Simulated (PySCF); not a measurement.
From one molecule to another.

First species: BH₉O₃Si₃.
SMILES: `OB(O)[SiH2]O[SiH2][SiH3]`

Second species: C2H2BrN3.
Numbering: `[Br:1][c:2]1[cH:3][n:4][nH:5][n:6]1` (hydrogens: H7 on C3; H8 on N5)

Levels: wB97X-D/def2-SVPD for HOMO energy, LUMO energy, HOMO–LUMO gap and static isotropic polarisability; TDDFT wB97X-D/def2-SVPD for lowest singlet excitation; TDA wB97X-D/def2-SVPD for lowest triplet excitation (Tamm–Dancoff); ΔSCF wB97X-D/def2-SVPD for vertical ionisation energy. Geometries: PBE0-D3(BJ)/def2-SVP. Each species is one conformer at its optimised geometry, gas phase, non-relativistic unless stated. Electronic properties by PySCF.

Task: Which has the higher LUMO energy?

Result: The second: 1.12 eV against 1.01 eV, a difference of 0.11 eV.

Task: Which has the higher vertical ionisation energy?

Result: The first: 10.08 eV against 9.85 eV, a difference of 0.23 eV.

Task: Which of the two has the higher T1 energy, and by how much?

Result: The first: 5.72 eV against 4.84 eV, a difference of 0.88 eV.

Task: Which of the two has the higher static isotropic polarisability, and by how much?

Result: The first: 109.5 au against 62.7 au, a difference of 46.8 au.

Task: Which has the higher HOMO–LUMO gap?

Result: The first: 10.97 eV against 10.61 eV, a difference of 0.36 eV.

Task: Which has the higher S1 energy?

Result: The first: 6.44 eV against 6.21 eV, a difference of 0.23 eV.

Task: Which has the higher HOMO energy?

Result: The second: -9.49 eV against -9.96 eV, a difference of 0.47 eV.

On the first: The polarisability is 16.23 Å³ as a volume (1 au = 0.148185 Å³), or 1.37 au for each of the 80 electrons. No computed singlet falls in the visible range (750 to 380 nm, 1.65 to 3.26 eV); S1 lies 3.18 eV above its blue end.

On the second: No computed singlet falls in the visible range (750 to 380 nm, 1.65 to 3.26 eV); S1 lies 2.95 eV above its blue end. The vertical singlet–triplet gap S1 − T1 is 1.37 eV (TDDFT singlet less Tamm–Dancoff triplet; S1: HOMO→LUMO+1, weight 0.85; T1: HOMO→LUMO, weight 0.80). The calculation is non-relativistic and has no spin–orbit coupling, an omission that weighs most on bromine.
